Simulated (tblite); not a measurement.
Problem. Give a GFN2-xTB geometry of `O=C(Cl)/C(Cl)=C/F`.

Solution. 
```
atom  x, y, z in Å
O1    -1.4134   -0.7175    1.1929
C2    -1.1939   -0.2697    0.1112
Cl3   -2.4696   -0.0739   -1.0586
C4     0.1315    0.1645   -0.3722
Cl5    0.2929    0.7917   -1.9617
C6     1.1734    0.0501    0.4627
F7     2.4023    0.4077    0.1347
H8     1.0859   -0.3434    1.4665
```

Any rigid rotation of these coordinates is as good. Atoms count from 1 in this order. Of the pairs four or more bonds apart, O1···H8 is among the closest relative to their van der Waals radii: 2.54 Å, 93 % of the sum of Bondi's values. The 7 heavy atoms lie in one plane (0.000 Å rms). The C–C distances run from 1.340 Å (C4=C6, drawn double) to 1.476 Å (C2–C4, drawn single), a spread of 0.136 Å. The 2 C–Cl bonds span 1.716 Å (C4–Cl5, drawn single) to 1.742 Å (C2–Cl3, drawn single), a spread of 0.026 Å.

Bonds between heavy atoms (Å): O1=C2 1.191, C2–Cl3 1.742, C2–C4 1.476, C4–Cl5 1.716, C4=C6 1.340, C6–F7 1.321.

Structure optimised with GFN2-xTB, isolated species.

Point group: Cs (tolerance 0.08 Å). Its GFN2-xTB frequencies are all real (lowest 38 cm⁻¹). One conformer, not necessarily the lowest (O1–C2–C4–Cl5 180°).

All values are computed, not measured.
